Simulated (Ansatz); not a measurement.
`[F][SnH]([Cl])[SeH]`, relaxed with RKS PBE0-D4/def2-TZVP in Ansatz from a PBE-D4/def2-SVP geometry. The force threshold is 0.005 eV/Å; the program also tests the step.

The species carries charge 0 and has multiplicity 1. Sn: def2 effective core potential.

Start:

```xyz
6

F     0.186   -1.347    1.523
Sn    0.537    0.099    0.254
Cl   -0.488    1.965    1.274
Se   -0.586   -0.460   -1.950
H     2.244    0.318    0.151
H    -1.894   -0.574   -1.253
```

```tsv
step	energy (eV)	largest force (eV/Å)	largest move (Å)
1	-86443.5601	0.867	0.000
2	-86443.6012	0.514	0.080
3	-86443.6227	0.121	0.031
4	-86443.6232	0.025	0.013
5	-86443.6234	0.064	0.022
6	-86443.6242	0.047	0.048
7 (rejected)	-86443.6119	0.561	0.197
8	-86443.6245	0.040	0.032
9 (rejected)	-86443.6240	0.147	0.098
10	-86443.6249	0.030	0.048
11 (rejected)	-86443.6246	0.074	0.035
12	-86443.6250	0.006	0.017
13	-86443.6251	0.015	0.024
14	-86443.6251	0.008	0.011
15	-86443.6251	0.004	0.004
```

End:

```xyz
6

F     0.273   -1.328    1.529
Sn    0.540    0.068    0.250
Cl   -0.555    1.858    1.214
Se   -0.577   -0.578   -1.885
H     2.211    0.337    0.156
H    -1.891   -0.358   -1.264
```

Hardware: 4 threads of an Arm Neoverse V1 on a shared host. Wall time 67 s, peak host memory 0.54 GiB.
